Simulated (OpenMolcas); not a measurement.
# O²⁺: effect of the basis set

| Item | Value |
| --- | --- |
| Program | OpenMolcas |
| Method | XMS-CASPT2, IPEA 0.25 Eh, imaginary shift 0.1 Eh (closed shells correlated: 1s 2s) |
| Active space | 2 electrons in 3 orbitals (2p) |
| State averaging | 2S+1 = 3 even, 3 roots; 2S+1 = 1 even, 6 roots |
| Spin-orbit coupling | state interaction with AMFI integrals over the reference wave functions, term energies averaged over their components |

A. ANO-RCC-VDZP [3s2p1d], DKH2, point nucleus; CASPT2 step roughly 0.8 core-seconds
B. ANO-R1 [3s2p1d], X2C, finite nucleus; CASPT2 step roughly 0.5 core-seconds
C. ANO-RCC-VTZP [4s3p2d1f], DKH2, point nucleus; CASPT2 step about 0.8 core-seconds

Energies in cm-1 above 2s2 2p2 3P0, the measured ground level; measured values from Moore, Selected Tables of Atomic Spectra, NSRDS-NBS 3, section 11.

```
      Level      A      B      C  Measured
2s2 2p2 3P0    0.0    0.0    0.0       0.0
2s2 2p2 3P1    105    111    114       113
2s2 2p2 3P2    310    328    336          
2s2 2p2 1D2  21440  21950  20760     20273
2s2 2p2 1S0  48860  50410  47740     43186
```

Deviations, from unrounded energies. A percentage is the sum of absolute deviations over the sum of measured energies, with the sign that they share, or ± where signs differ.

| Against measurement | Levels | A | B | C |
| --- | --- | --- | --- | --- |
| mean absolute deviation (cm-1) | 3 | 2300 | 3000 | 1700 |
| fine structure of the ground term (%) | 1 | -7.3 | -1.9 | +0.6 |
| other terms of the ground configuration (%) | 2 | +10.8 | +14.0 | +7.9 |

C lies closest to measurement on these levels and B furthest from it. The largest miss of C in the table is 2s2 2p2 1S0, by +4600 cm-1. The ranking rests on the paired levels alone, and a cruder setting can come out closer through cancelling errors.

Among A to C the level of the table that moves most is 2s2 2p2 1S0, by 2700 cm-1 (lowest in C, highest in B). Moves below CASPT2's spread within the term are not significant.

CASPT2 breaks the degeneracy within a term, and the mean is taken; among the terms shown or strongly mixed into the levels shown the widest spread is 270 cm-1 (2s2 2p2 1D, C). With the s shell closed, the reference lacks s² → p² mixing. Some terms miss by over 15 % even with CASPT2, which points to a basis or an active space too small for the shells correlated (holds for B). Computed and measured levels are paired by configuration, term and J; levels that our copy of the source lacks, or whose pairing is in doubt (as where it misses far off the trend of its configuration), stay unpaired and out of the deviations. Levels of configurations outside the active space are missing.
